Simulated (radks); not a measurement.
Results of a calculation; reference values are marked as such.
Question: Neutral dysprosium: order these configurations by energy. Code: a radial shooting solver on a logarithmic mesh with Libxc functionals. Model: Dirac Kohn-Sham, BLYP, spin-unpolarised, spherical densities, finite nucleus; Fermi nuclear charge, rms radius of each element as measured or else 0.836 A^(1/3) + 0.57 fm. Sub-shells are occupied by j as written (lower j first in brackets). [Xe] 4f(5/2: 5, 7/2: 4) 5d(3/2: 1, 5/2: 0) 6s2; [Xe] 4f(5/2: 5, 7/2: 4) 6s2 6p(1/2: 1, 3/2: 0); [Xe] 4f(5/2: 6, 7/2: 3) 5d(3/2: 1, 5/2: 0) 6s2; [Xe] 4f(5/2: 6, 7/2: 3) 6s2 6p(1/2: 1, 3/2: 0); [Xe] 4f(5/2: 6, 7/2: 4) 6s2.

Answer: From the lowest, in eV above it: [Xe] 4f(5/2: 6, 7/2: 4) 6s2 0.000; [Xe] 4f(5/2: 6, 7/2: 3) 5d(3/2: 1, 5/2: 0) 6s2 3.523; [Xe] 4f(5/2: 5, 7/2: 4) 5d(3/2: 1, 5/2: 0) 6s2 4.461; [Xe] 4f(5/2: 6, 7/2: 3) 6s2 6p(1/2: 1, 3/2: 0) 5.053; [Xe] 4f(5/2: 5, 7/2: 4) 6s2 6p(1/2: 1, 3/2: 0) 5.994.
